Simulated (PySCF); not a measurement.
**Deuteron quadrupole couplings in `CCCC#C[Si@@H](C)P`**

Species: C6H13PSi.
Numbering: `[CH3:1][CH2:2][CH2:3][C:4]#[C:5][Si@@H:6]([CH3:7])[PH2:8]` (hydrogens: H9, H10, H11 on C1; H12, H13 on C2; H14, H15 on C3; H16 on Si6; H17, H18, H19 on C7; H20, H21 on P8)

Cartesian coordinates in Å at the GFN2-xTB level; atoms count from 1:
```
atom  x, y, z in Å
C1    -2.1423    1.8923    0.2613
C2    -2.8062    0.5674   -0.0912
C3    -2.0089   -0.1989   -1.1545
C4    -0.7053   -0.5885   -0.6591
C5     0.3726   -0.9226   -0.2310
Si6    2.0238   -1.3416    0.4897
C7     3.3741   -1.1419   -0.8360
P8     2.5443    0.0160    2.2170
H9    -2.1029    2.5445   -0.6091
H10   -2.6965    2.4021    1.0460
H11   -1.1255    1.7217    0.6092
H12   -2.8896   -0.0501    0.8056
H13   -3.8144    0.7487   -0.4710
H14   -1.8794    0.4286   -2.0414
H15   -2.5548   -1.0994   -1.4513
H16    1.9723   -2.7159    1.0152
H17    3.1958   -1.8060   -1.6754
H18    4.3531   -1.3749   -0.4266
H19    3.4089   -0.1253   -1.2183
H20    2.1553    1.1819    1.5824
H21    1.3168   -0.1211    2.8380
```

Level: PBE0/pcSseg-1 (PySCF, non-relativistic); Q(2H) = 0.00286 b; rigid geometry, the same for H and D, with no vibrational averaging.

Problem. Rank these positions by the coupling χzz of a deuteron there, largest first.
A. H12 (methylene hydrogen)
B. H16 (Si–H hydrogen)
C. H9 (methyl hydrogen)
D. H18 (methyl hydrogen)
E. H21 (P–H hydrogen)

Solution. D (217 kHz), C (211 kHz), A (203 kHz), E (145 kHz), B (105 kHz).

Problem. Give the electric field gradient Vzz (the principal value of largest size), its asymmetry and the 2H coupling at each hydrogen.

Solution. 
```
atom  bonded to  bond length (Å)  Vzz (au)     η  χzz (kHz)
  H9         C1            1.088    0.3140  0.03        211
 H10         C1            1.088    0.3164  0.02        213
 H11         C1            1.088    0.3102  0.02        208
 H12         C2            1.092    0.3015  0.03        203
 H13         C2            1.093    0.3027  0.02        203
 H14         C3            1.094    0.2985  0.02        201
 H15         C3            1.094    0.2993  0.02        201
 H16        Si6            1.472    0.1556  0.00        105
 H17         C7            1.085    0.3266  0.01        219
 H18         C7            1.086    0.3230  0.01        217
 H19         C7            1.087    0.3235  0.01        217
 H20         P8            1.383    0.2156  0.08        145
 H21         P8            1.382    0.2163  0.08        145
```

Problem. Average by the element that carries the hydrogen.

Solution. on C: 209 kHz over 10 positions, mean bond length 1.089 Å; on Si: 105 kHz over 1 position, mean bond length 1.472 Å; on P: 145 kHz over 2 positions, mean bond length 1.383 Å.

Problem. How does χzz go with the bond length over the 10 C–H bonds?

Solution. A straight-line fit has a slope of -20.7 kHz for each 0.01 Å, with a correlation coefficient of -0.97, over lengths from 1.085 to 1.094 Å. The longer bonds have the smaller couplings here.

Problem. Give the 2H NMR doublet splittings at H12 for a magnetic field along the z, y and x axes of the gradient: 3χ/2, 3χ(1 + η)/4, 3χ(1 − η)/4.

Solution. With |χ| = 202.6 kHz and η = 0.026: 304, 156 and 148 kHz, to first order and without motion.

One conformer (not necessarily the lowest) at the GFN2-xTB geometry, without solvent, vibrations or thermal averaging. GFN2-xTB bond lengths can be off by several hundredths of an ångström, more for odd bonds, and the gradients follow them. With so small a basis the couplings can be 20 % off.

These values come from a run that also computed NMR shieldings. The run took 3.1 min wall, 2.6 min CPU (grids of density and orbitals included) on one thread of an Intel Xeon at 2.50 GHz, no GPU (shared host), and the process peaked at 0.96 GiB of memory.
